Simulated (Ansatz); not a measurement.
```xyz
9

N    -1.161    1.367   -1.193
C    -0.444    0.599   -0.501
B    -0.396   -0.759    0.314
C     1.093   -0.343    0.568
O     0.877    0.871   -0.220
H    -2.096    0.978   -1.277
H    -1.132   -1.649    0.591
H     1.876   -0.965    0.123
H     1.383   -0.098    1.595
```

The species carries charge 0 and has multiplicity 1.

**Question.** List the CAM-B3LYP/def2-TZVPP orbital energies in eV (Ansatz 0.2.0). (An estimate is asked.)

**Answer.** The calculation gave: Occupied: -523.26, -391.24, -281.03, -280.19, -186.78, -31.59, -26.69, -21.26, -18.95, -16.57, -15.13, -14.43, -14.21, -12.41, -12.07, -10.80, -9.25, -9.19. Lowest empty: -1.61, 1.70, 1.78, 2.50, 2.58, 3.34, 3.55, 3.98.
